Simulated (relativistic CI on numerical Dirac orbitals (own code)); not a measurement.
Line list: Electric-dipole lines, K14+

These numbers are calculated, not measured: Dirac-Coulomb-Breit CI, orbitals from a KLI potential per configuration, model QED (radiative potential, 1s self-energy scaled to tabulated hydrogen-like ionisation energies), unscaled Slater integrals (own radial code, finite nucleus).

Configurations in the expansion (outside the closed core 1s2): 2s2 2p, 2s 2p2, 2p3, 2p2 3s, 2p2 3p, 2p2 3d, 2s2 3s, 2s2 3p, 2s2 3d, 2s 2p 3s, 2s 2p 3p, 2s 2p 3d, 2s2 4s, 2s2 4p, 2s2 4d, 2s2 4f. Levels of other configurations are missing.

```tsv
λ vac (nm)	Lower	Upper	A (s⁻¹)	gf	Branching (%)
2.3217	2s2 2p 2P°_3/2 [2]	2s 2p 3p 2D_5/2 [37]	2.12e+12	1.03e+00	98.0
2.3957	2s 2p2 2D_3/2 [6]	2s 2p 3d 2F°_5/2 [67]	4.12e+12	2.13e+00	93.0
2.3971	2s 2p2 2D_5/2 [7]	2s 2p 3d 2F°_7/2 [66]	3.76e+12	2.59e+00	99.7
2.4145	2s 2p2 4P_1/2 [3]	2s 2p 3d 4D°_1/2 [45]	6.34e+12	1.11e+00	92.6
2.4147	2s 2p2 4P_1/2 [3]	2s 2p 3d 4D°_3/2 [44]	3.99e+12	1.39e+00	65.9
2.4158	2s 2p2 4P_5/2 [5]	2s 2p 3d 4P°_5/2 [51]	3.47e+12	1.82e+00	83.1
2.4201	2s2 2p 2P°_1/2 [1]	2s2 3d 2D_3/2 [19]	3.71e+12	1.30e+00	83.5
2.4211	2s 2p2 4P_5/2 [5]	2s 2p 3d 4D°_7/2 [49]	6.56e+12	4.61e+00	100.0
2.4220	2s 2p2 4P_3/2 [4]	2s 2p 3d 4D°_5/2 [43]	4.30e+12	2.27e+00	91.0
2.4359	2s2 2p 2P°_3/2 [2]	2s2 3d 2D_5/2 [20]	4.37e+12	2.33e+00	100.0
2.4628	2p3 4S°_3/2 [11]	2p2 3d 4P_3/2 [106]	6.41e+12	2.33e+00	99.3
2.4663	2p3 4S°_3/2 [11]	2p2 3d 4P_5/2 [104]	5.93e+12	3.25e+00	98.7
2.4679	2p3 2D°_3/2 [12]	2p2 3d 2F_5/2 [118]	4.66e+12	2.55e+00	60.8
2.4752	2p3 2D°_5/2 [13]	2p2 3d 2F_7/2 [117]	9.21e+12	6.77e+00	99.9
2.4815	2s 2p2 2P_3/2 [10]	2s 2p 3d 2D°_5/2 [69]	5.21e+12	2.89e+00	92.6
2.4861	2s 2p2 2D_5/2 [7]	2s 2p 3d 2F°_7/2 [55]	5.09e+12	3.78e+00	99.9
2.4962	2s 2p2 2D_3/2 [6]	2s 2p 3d 2F°_5/2 [54]	3.83e+12	2.15e+00	85.4
2.4996	2p3 2D°_5/2 [13]	2p2 3d 2D_5/2 [112]	2.88e+12	1.62e+00	55.8
7.6532	2s2 3d 2D_3/2 [19]	2s2 4f 2F°_5/2 [131]	7.62e+11	4.01e+00	91.7
7.6641	2s2 3d 2D_5/2 [20]	2s2 4f 2F°_7/2 [132]	8.15e+11	5.74e+00	98.3
```

Terms are leading LS components. Brackets give the number of a level in order of energy, since labels repeat. The list gives strong lines, with weight on those to low levels, without lines whose two gauges differ by over a factor of 2.5. Levels whose partners in the same complex of configurations lie outside the list can be far off, and so can their lines. Rates are taken at the computed energies, electric ones in the length gauge.

At this charge energies of transitions that change n are usually good to better than 1 %, and those within a shell (Δn = 0) to a few per cent.
